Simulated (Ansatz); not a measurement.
BH8NOSi2 can be A, `OBN([SiH3])[SiH3]`, or B, `OB([SiH3])N[SiH3]`.

Program: Ansatz. Geometries: PBE0-D4/def2-TZVP. ΔE: electronic, gas phase. CBS: MP2 limit from def2 TZ/QZ plus the TZ coupled-cluster correction, frozen cores. Functionals use def2-TZVPP. B3LYP here is the variant with VWN-RPA as its local correlation; programs differ in this. Each species was taken in one conformer, which may not be the lowest.

(1) Which is lower in electronic energy at CCSD(T)/CBS, and by how much? (An estimate is asked.)

(2) Give E(B) − E(A) in kcal/mol with CCSD(T)/def2-TZVPP, MP2/def2-TZVPP, B3LYP-D4, PBE0-D4, B3LYP, HF/def2-TZVPP, PBE-D4. (Best estimate.)

Largest T1 diagnostic: 0.013.

Answers

(1) The calculation gave: A, by 17.1 kcal/mol.

(2) Computed: CCSD(T)/def2-TZVPP 16.9, MP2/def2-TZVPP 18.9, B3LYP-D4 16.0, PBE0-D4 14.0, B3LYP 14.9, HF/def2-TZVPP 19.3, PBE-D4 12.2. None reverses the order clearly.

The D4 term adds +1.1 kcal/mol with B3LYP and +0.6 kcal/mol with PBE0; it sums over pairs of atoms, weighted by their polarisabilities, and B3LYP, whose exchange is more repulsive, gets the larger term. From PBE to PBE0 (25 % exact exchange), in def2-TZVPP and without D4, E(B) − E(A) moves by +1.9 kcal/mol.
